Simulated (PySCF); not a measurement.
# Mo⁴⁰⁺: ionisation energy

Mo⁴⁰⁺ 1s2 (1S) → Mo⁴¹⁺ 1s1 (2S), as a difference of total energies. Computed with PySCF 2.14 in an uncontracted even-tempered set (17 s from 69 bohr⁻², ratio 2.2; 7 p from 100 bohr⁻², ratio 2.4; 4 d from 310 bohr⁻², ratio 2.4; 3 f from 470 bohr⁻², ratio 2.4; 3 g from 700 bohr⁻², ratio 2.4), with scalar relativity by spin-free X2C-1e. Correlated levels: nothing frozen; virtual orbitals above 40 to 60 times the deepest correlated orbital energy dropped. The calculations carry no spin-orbit coupling.

```csv
method,ionisation energy (eV)
UHF,23841.0
MP2 (all electrons),23842.4
SCS-MP2 (all electrons),23842.7
CCSD (all electrons),23842.5
```

For this ion Breit and QED terms and the two-electron picture change, all absent here, outweigh the differences among the correlated methods.

With two correlated electrons CCSD is exact in that space.

For comparison: 23810.7 eV (theoretical estimate listed by NIST; NIST Atomic Spectra Database, ionization energies).
